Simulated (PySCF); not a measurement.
r2SCAN on S⁺ (sulfur, charge +1), [Ne] 3s2 3p2 3d1, one real determinant (an excited configuration). Computed with PySCF 2.14 in dyall-acv3z (19s12p6d4f, 113 functions), with the spin-free X2C one-electron Hamiltonian (Gaussian nucleus).

```
cycle= 1 E= -398.301067079211  delta_E= -0.0151  |g|= 0.0257  |ddm|= 0.466
cycle= 2 E= -398.306216192711  delta_E= -0.00515  |g|= 0.0235  |ddm|= 0.441
cycle= 3 E= -398.307141801108  delta_E= -0.000926  |g|= 0.0144  |ddm|= 0.107
cycle= 4 E= -398.307849345167  delta_E= -0.000708  |g|= 0.00503  |ddm|= 0.19
cycle= 5 E= -398.307883698679  delta_E= -3.44e-05  |g|= 0.00139  |ddm|= 0.0355
cycle= 6 E= -398.307887344433  delta_E= -3.65e-06  |g|= 0.000232  |ddm|= 0.0135
cycle= 7 E= -398.307887449453  delta_E= -1.05e-07  |g|= 3.18e-05  |ddm|= 0.0032
cycle= 8 E= -398.307887451968  delta_E= -2.52e-09  |g|= 6.33e-06  |ddm|= 0.000468
cycle= 9 E= -398.307887452008  delta_E= -3.97e-11  |g|= 6.34e-07  |ddm|= 5.03e-05
converged SCF energy = -398.307887452008  <S^2> = 3.7533473  2S+1 = 4.0016733
```

Highest occupied orbital energy: -7.348 eV; ⟨L²⟩ = 5.19; populations by l: s 6.47, p 8.00, d 0.53, f 0.00.

Q: Can this result be used?

A: Not for this state. The run converged. ⟨L²⟩ = 5.19 against 12 for a pure F term, so this real determinant mixes terms. The outer electron is Rydberg-like, and this basis confines it to a smaller radius and binds it less than a complete one would. The s, p, d and f populations moved away from the nominal configuration during the SCF.
